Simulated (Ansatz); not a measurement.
Species: CoCl2, charge 0, multiplicity 4. The spin state was set by rule; other spins were not relaxed. 
Geometry from a B3LYP-D3(BJ)/def2-TZVP (Ansatz, a quantum-chemistry and plane-wave program) optimisation:
SMILES: [Cl][Co][Cl]
```xyz
3

Co     0.0000     0.0000     0.0000
Cl     0.0000     0.0000    -2.0986
Cl     0.0000     0.0000     2.0986
```
Charge 0, spin multiplicity 4.

Total electronic energies in hartree. Cores are frozen in the correlated levels unless marked. Open shells are spin-unrestricted. No spin-orbit coupling. The frozen core is the preceding noble-gas configuration, with the filled d and f shells of earlier blocks. Non-relativistic. CBS marks a two-point X^-3 extrapolation of the correlation energy; Hartree-Fock from the larger set. The bracket is a focal-point correction in the basis named.

| level | program | energy (Eh) |
|---|---|---|
| revPBE-D3(BJ)/def2-TZVPD | Ansatz + dftd3 | -2303.05247 |
| PBE0-D4/def2-TZVPD | Ansatz + dftd4 | -2302.78077 |
| PBE0/def2-TZVPD | Ansatz | -2302.77863 |
| r2SCANh/def2-TZVPD | Ansatz | -2303.22061 |
| PBE-QIDH/def2-TZVPD | Ansatz | -2302.33690 |
| RPA@PBE/def2-QZVPP | Ansatz | (withheld) |
| MP2/STO-3G | Ansatz | -2275.76258 |
| MP2/6-31G | Ansatz | -2300.46548 |
| RI-MP2/def2-QZVPPD | Ansatz | -2301.31229 |
| RI-MP2/CBS(def2-TZVPP,def2-QZVPP) | Ansatz | -2301.3559 |
| SCS-MP2/6-31G | Ansatz | -2300.44925 |
| CCSD(T)/STO-3G | Ansatz | -2275.78718 |
| CCSD(T)/6-31G* | Ansatz | -2300.75365 |
| RI-MP2/CBS(def2-TZVPPD,def2-QZVPPD)+[CCSD(T)-MP2]/def2-SVPD | Ansatz | -2301.3982 |
| RI-MP2/CBS(def2-TZVPPD,def2-QZVPPD)+[CCSD(T)-MP2]/def2-TZVPPD | Ansatz | -2301.4132 |

Some entries are withheld; supply them.


- RPA@PBE/def2-QZVPP, energy (Eh): -2301.68454
